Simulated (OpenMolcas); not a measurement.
Computed levels of 4d4 in ions with 40 electrons, in cm-1 above 5D0.

```yaml
Program: OpenMolcas 26.06
Method: MS-CASPT2, IPEA 0.25 Eh, imaginary shift 0.1 Eh
Basis: ANO-R2
Scalar_Hamiltonian: X2C, finite nucleus
Spin-orbit_coupling: state interaction with AMFI integrals over the reference wave functions, term energies averaged over their components
```

Active space for each ion: 4 electrons in 10 orbitals (4d 5d); closed shells correlated by CASPT2: 4s 4p.

```tsv
Level	Ru4+	Pd6+	Ag7+
5D1	487	957	1238
5D2	1305	2410	3030
5D3	2330	4100	5060
5D4	3490	5920	7200
3P0(1)	16720	19960	21710
3H4	18160	21980	24030
3P1(1)	19140	24080	26720
3H5	19360	24240	26860
3H6	20360	25880	28820
```

Task: Estimate 5D4, 3P0(1), 3H4 for Rh5+ from its neighbours Ru4+ and Pd6+.

Result: 5D4 is fine structure, which grows about as the fourth power of a screened charge, so the fourth roots are averaged: ((3490^0.25 + 5920^0.25) / 2)^4 = 4585. The calculation gives 4550, so the estimate is off by +0.8 %.
3P0(1) is another term, which grows about linearly with the charge: (16720 + 19960) / 2 = 18340. The calculation gives 18570, so the estimate is off by -1.2 %.
3H4 is another term, which grows about linearly with the charge: (18160 + 21980) / 2 = 20070. The calculation gives 20230, so the estimate is off by -0.8 %.

Mixed levels, with the weight of the term that names them: Pd6+ 3H4 (72 %), Ag7+ 3H4 (69 %).

Term energies are means over components that CASPT2 splits; among the terms shown or strongly mixed into the levels shown the widest spread is 300 cm-1 (4d4 3G, Pd6+). Active for correlation alone: 5d; no level in the range computed is led by a configuration that fills it, so any true level of that kind is missing. Only configurations of the active space appear.

A number in round brackets counts repeated terms of one configuration in the order of the reference energies.
